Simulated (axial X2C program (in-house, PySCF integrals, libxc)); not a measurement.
**CeCl: a free-ion multiplet in an axial field**

Calculated with an in-house all-electron X2C program for linear molecules (integrals from PySCF): two-component X2C with atomic mean-field Coulomb terms (Gaunt term off), basis Ce dyall-v3z, Cl dyall-av3z (cores contracted in-house). Orbitals come from Hartree–Fock averaged over the configuration Ce f1 s2 d(πδ)0; CI then distributes these electrons over the f, s, d(πδ) shells of Ce.

R = 2.552 Å.

Task: Which level do Hund's rules give for f1, how many Ω levels does it split into, and what is its Landé factor?

Result: S = 1/2, L = 3, J = 5/2 (2F5/2). It gives Ω = 1/2 to 5/2, 3 levels. gJ = 3/2 + [S(S+1) − L(L+1)]/[2J(J+1)] = 0.857, so g∥ = 2gJΩ.

The computed levels compare thus:

```csv
Ω,energy (cm⁻¹),g∥ computed,2gJΩ
5/2,0,4.18,4.29
3/2,644,2.41,2.57
1/2,1176,0.70,0.86
```

The 3 lowest levels are just these Ω; they span 1176 cm⁻¹, the lowest has Ω = 5/2, and the next level lies at 2172 cm⁻¹. Departures of g∥ from 2gJΩ come from intermediate coupling and from mixing with the higher-lying level J + 1 of the term. The computed g∥ is the magnitude of 2⟨Lz + ge Sz⟩.

There is no dynamic correlation: spin–orbit spacings and, for f shells, spacings inside one term are the most reliable numbers, splittings between terms come out too wide, and energies between configurations are not reliable, so the lowest level need not be the ground state of the molecule. At most 4 roots were kept for each Ω > 0 (twice that for Ω = 0) within 2.2 eV of the lowest, so higher up levels can be missing between those listed; levels with Ω > 0 are doubly degenerate and listed once, Ω = 0 levels singly. States that fill the shells left empty in the average are placed too high.
